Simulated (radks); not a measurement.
Species: Cd II. Configuration: [Kr] 4d10 5s1. All-electron calculation, Dirac Kohn-Sham, PBE, spin-unpolarised, spherical densities, finite nucleus; Fermi nuclear charge, rms radius 4.6087 fm. Program: a radial shooting solver on a logarithmic mesh with Libxc functionals.

Spin-orbit splittings of the eigenvalues, e(l+1/2) - e(l-1/2), with zeta = 2 splitting/(2l+1) and mean radii in bohr:

| shell | occ. | splitting (eV) | zeta (eV) | <r> j=l-1/2 | <r> j=l+1/2 |
|---|---|---|---|---|---|
| 2p | 6 | 192.5 | 128.3 | 0.1112 | 0.1164 |
| 3p | 6 | 34.37 | 22.91 | 0.3494 | 0.3604 |
| 3d | 10 | 6.984 | 2.794 | 0.3327 | 0.3362 |
| 4p | 6 | 5.817 | 3.878 | 0.9394 | 0.9704 |
| 4d | 10 | 0.7048 | 0.2819 | 1.261 | 1.280 |
